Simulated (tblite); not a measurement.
Compound: C₆H₁₂O₃Si.
Z-matrix (Å and degrees, GFN2-xTB geometry), rows numbered from 1:
```
O 
C   1  1.1975
C   2  1.5116  1  124.98
O   3  1.3981  2  113.08  1  -164.93
C   4  1.4314  3  114.64  2    73.38
C   5  1.5292  4  106.67  3  -159.25
C   6  1.5312  5  108.15  4   -65.78
Si  7  1.9071  6  105.18  5   -32.50
O   8  1.6270  7  114.74  6   124.55
C   5  1.5290  4  110.26  3    84.61
H   2  1.1076  1  121.96  3   178.61
H   3  1.0996  2  109.62  1   -38.33
H   3  1.0972  2  107.11  1    78.33
H   5  1.1010  4  109.21  3   -39.12
H   6  1.0906  5  110.27  4    56.55
H   6  1.0906  5  108.04  4   174.94
H   7  1.0898  6  109.25  5    85.97
H   7  1.0874  6  110.31  5  -156.69
H   8  1.4545  7  117.70  6  -114.99
H   9  0.9554  8  120.02  7   -48.70
H  10  1.0878  5  109.05  4  -169.57
H  10  1.0887  5  111.11  4   -51.86
```

Computed with GFN2-xTB (tblite): harmonic, unscaled wavenumbers at the GFN2-xTB geometry, gas phase. The method is semi-empirical: single wavenumbers can be off by several per cent or more. Modes of hydrogen on silicon can be 10 to 20 % off. One conformer, not necessarily the lowest.

Harmonic wavenumbers (cm⁻¹): 33.6, 41.3, 63.6, 118.9, 145.7, 194.0, 226.1, 252.7, 307.6, 333.4, 355.8, 381.3, 468.6, 546.9, 575.7, 631.7, 653.2, 684.7, 701.5, 725.9, 763.2, 806.1, 822.6, 891.3, 914.4, 922.9, 963.6, 998.5, 1024.0, 1040.0, 1071.7, 1109.8, 1122.0, 1145.4, 1176.6, 1208.1, 1224.5, 1268.2, 1273.2, 1301.2, 1320.4, 1324.3, 1356.9, 1404.4, 1469.4, 1480.6, 1486.2, 1797.0, 2339.3, 2771.4, 2849.6, 2875.5, 2922.7, 2979.5, 2992.4, 2997.4, 3000.5, 3019.0, 3022.3, 3640.9.

A = 2276, B = 610.4, C = 552.2 MHz; mass 160.056 u (most abundant isotopes); point group C1, symmetry number 1.

What is the zero-point energy?

½Σν̃ = 37770 cm⁻¹ = 451.83 kJ/mol.

Entropy at 200 K, 1 bar (ideal gas, RRHO, classical rotation)?

Translation 163.86, rotation 122.28, vibration 103.83: S = 390.0 J/(mol K).

And Cp and H(200 K) − H(0)?

Cp = 137.07 J/(mol K), of which vibrations give 103.81 (their classical limit is 60 R = 498.9); H(200 K) − H(0) = 17.35 kJ/mol without the zero-point energy, 10.70 from vibrations.

What must be added to the electronic energy to get the Gibbs energy at 200 K and 1 bar?

ZPE + [H(200 K) − H(0)] − T·S = 451.83 + 17.35 − 78.00 = 391.18 kJ/mol.

Which modes carry the vibrational entropy at 200 K?

33.6 cm⁻¹: 20.14; 41.3 cm⁻¹: 18.44; 63.6 cm⁻¹: 14.89; 118.9 cm⁻¹: 9.86; 145.7 cm⁻¹: 8.29; 194.0 cm⁻¹: 6.19 J/(mol K); the other 54 give 26.03 together.

How do the functions run with temperature in this model?

```tsv
T (K)	S (J/(mol K))	Cp (J/(mol K))	H − H(0) (kJ/mol)	G − H(0) (kJ/mol)	ln q(vib)
100	314.1	87.9	6.13	-25.28	2.77
300	455.5	190.2	33.70	-102.96	9.24
500	575.7	283.0	81.55	-206.31	15.55
800	729.3	369.0	180.59	-402.86	24.61
1000	815.8	405.5	258.23	-557.55	30.21
```

q(vib) and H(0) count from the zero-point level.

Blend soft modes into free rotors: weight 1/[1 + (100 cm⁻¹/ν̃)⁴] for the oscillator and the rest for a rotor with moment μB/(μ + B), μ = h/(8π²ν), B = 10⁻⁴⁴ kg m². What vibrational entropy results?

92.16 J/(mol K) in place of 103.83, which changes −T·S at 200 K by +2.34 kJ/mol.

Hindered rotation and anharmonicity are outside this model. Other conformers, if any are populated, would add a mixing term that is left out. The structure is chiral; the term R ln 2 for an equal mix with its mirror image is left out.
